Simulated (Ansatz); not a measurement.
Program: Ansatz. Geometries: PBE0-D4/def2-TZVP. ΔE: electronic, gas phase. CBS: MP2 limit from def2 TZ/QZ plus the TZ coupled-cluster correction, frozen cores. This one scheme is used for every species. Functionals use def2-TZVPP. For Se outer-core shells are correlated without core-valence functions, which leaves a few kJ/mol of doubt a bond. Scalar relativity is left out up to krypton. One conformer a species, not always the lowest.

`[BH2][AlH][OH]` + `C[SeH]` → `C[Se][AlH][OH]` + BH₃  (cleavage of the Al–B bond)

```
             level  ΔE (kJ/mol)
           ωB97M-V       -145.4
               PBE       -134.0
              PBE0       -138.5
     HF/def2-TZVPP       -147.1
    MP2/def2-TZVPP       -156.3
    MP2/def2-QZVPP       -158.4
SCS-MP2/def2-QZVPP       -152.5
     MP2/CBS(def2)       -160.3
```

Problem. What does CCSD(T)/CBS give? (Best estimate.)

Solution. The calculation gave: -147.5 kJ/mol. The listed levels differ from it by 2.1, 13.5, 9.0, 0.4, -8.8, -10.9, -5.0, -12.8 kJ/mol.

Largest T1 diagnostic among the species: 0.012.

The D4 term adds −5.5 kJ/mol with B3LYP and −3.0 kJ/mol with PBE0; it sums over pairs of atoms, weighted by their polarisabilities, and B3LYP, whose exchange is more repulsive, gets the larger term. From PBE to PBE0 (25 % exact exchange), in def2-TZVPP and without D4, ΔE moves by −4.5 kJ/mol.

B3LYP here is the variant with VWN-RPA as its local correlation; programs differ in this.
